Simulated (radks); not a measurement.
Values are calculated unless marked as measured or tabulated.
Problem. Cr X, 15 electrons, occupied as [Ne] 3s2 3p3 (the NIST ground configuration). Code: a radial shooting solver on a logarithmic mesh with Libxc functionals. Model: scalar-relativistic Kohn-Sham, r2SCAN, spin-polarised, spherical densities, finite nucleus; open shells are filled with parallel spins first; meta-GGA in the generalised Kohn-Sham scheme; Fermi nuclear charge, rms radius 3.6452 fm. Some entries of the table are withheld. Estimate them.

orbital,occ.,eigenvalue (eV),<r^2> (bohr^2)
1s up,1,-6124.697,0.005436
1s down,1,-6122.107,0.005432
2s up,1,-891.4773,0.10000
2s down,1,-890.2808,0.09967
2p up,3,-783.9282,0.08175
2p down,3,-781.3165,0.08165
3s up,1,-263.0473,(1)
3s down,1,-252.0750,(2)
3p up,3,-230.8379,0.7528
3p down,0,-220.2119,0.7695
3d up,0,-182.0562,0.7246
3d down,0,-172.9256,0.7304
4s up,0,-111.3179,(3)
4s down,0,-103.5943,(4)

Solution. 
(1) 3s up <r^2> (bohr^2): 0.7268
(2) 3s down <r^2> (bohr^2): 0.7415
(3) 4s up <r^2> (bohr^2): 3.123
(4) 4s down <r^2> (bohr^2): 2.980
